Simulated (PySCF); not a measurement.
Si(H)3(SH) (H₄SSi), SMILES S[SiH3]. Atoms are numbered in the order given.

```xyz
6

Si     0.0046    -1.0301     0.0000
S     -0.0811     1.1079     0.0000
H      0.6945    -1.5523     1.2057
H     -1.4101    -1.4682     0.0000
H      0.6945    -1.5523    -1.2057
H      1.2540     1.2686     0.0000
```

Coordinates come from a r2SCAN-D4/def2-TZVP optimisation.

Computed with r2SCAN/def2-TZVPD run with PySCF.

Symmetry labels are those of the subgroup Cs that the program uses (full group Cs).

Computed valence orbital energies around the gap with their symmetry:
```json
[
 {"orbital": "HOMO−7", "symmetry": "A\"", "energy (eV)": "-96.85"},
 {"orbital": "HOMO−6", "symmetry": "A'", "energy (eV)": "-19.14"},
 {"orbital": "HOMO−5", "symmetry": "A'", "energy (eV)": "-13.78"},
 {"orbital": "HOMO−4", "symmetry": "A'", "energy (eV)": "-10.79"},
 {"orbital": "HOMO−3", "symmetry": "A\"", "energy (eV)": "-9.23"},
 {"orbital": "HOMO−2", "symmetry": "A'", "energy (eV)": "-9.00"},
 {"orbital": "HOMO−1", "symmetry": "A'", "energy (eV)": "-8.47"},
 {"orbital": "HOMO", "symmetry": "A\"", "energy (eV)": "-6.60"},
 {"orbital": "LUMO", "symmetry": "A'", "energy (eV)": "-0.48"},
 {"orbital": "LUMO+1", "symmetry": "A'", "energy (eV)": "-0.37"},
 {"orbital": "LUMO+2", "symmetry": "A'", "energy (eV)": "0.49"},
 {"orbital": "LUMO+3", "symmetry": "A\"", "energy (eV)": "0.65"}
]
```
